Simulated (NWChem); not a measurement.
# ZrOCl2; SMILES [O]=[Zr]([Cl])[Cl]

```xyz
4

Zr    -0.2418     0.0017     0.0000
O     -1.7577    -0.8203     0.0000
Cl     0.8672    -0.0600    -2.1043
Cl     0.8672    -0.0600     2.1043
```
Atoms are numbered in this order, from 1.

Level: PBE0/def2-SVP with def2 effective core potentials on Zr (NWChem), optimised geometry, unscaled harmonic frequencies. def2 effective core potentials on Zr; no spin-orbit coupling.

List the harmonic frequencies with IR intensities, and the thermochemistry.


```
frequency (cm⁻¹)  IR intensity (km/mol)
----------------  ---------------------
52                                 52.7
105                                12.4
192                                 3.2
370                                27.5
428                               135.8
1001                              218.8
```

The zero-point energy comes out as 3.1 kcal/mol and the thermal correction to the enthalpy at 298.15 K (with zero-point energy) comes out as 7.2 kcal/mol. The heat capacity Cv comes out as 15.0 cal/(mol K) and the entropy at 298.15 K and 1 atm (symmetry number 1) is 81.8 cal/(mol K).

Rigid rotor and harmonic oscillator; modes under 100 cm⁻¹ make the entropy uncertain.
